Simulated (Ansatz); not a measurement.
Basis-set series for C3H9GaO (`CC(C)=[O+][GaH3-]`). The species carries charge 0 and has multiplicity 1. The structure was optimised at the PBE0-D4/def2-TZVP level.

| functional | basis | functions | energy (Eh) | HOMO (eV) | LUMO (eV) |
| --- | --- | --- | --- | --- | --- |
| PBE0-D4 | def2-SVP | 133 | -2118.93674 | -7.39 | -1.61 |
| PBE0-D4 | def2-TZVPP | 298 | -2119.40113 | -7.44 | -1.66 |
| ωB97M-V | def2-SVP | 133 | -2119.20015 | -9.58 | 0.70 |
| ωB97M-V | def2-TZVPP | 298 | -2119.67528 | -9.68 | 0.62 |

(1) Give the rows for def2-QZVPP. (Estimate.)

Results:

(1) Ansatz gave: 
```csv
functional,basis,functions,energy (Eh),HOMO (eV),LUMO (eV)
PBE0-D4,def2-QZVPP,587,-2119.45583,-7.44,-1.67
ωB97M-V,def2-QZVPP,587,-2119.72848,-9.68,0.59
```

Positive LUMOs are unbound and depend on the basis. Scalar relativity is left out up to krypton.
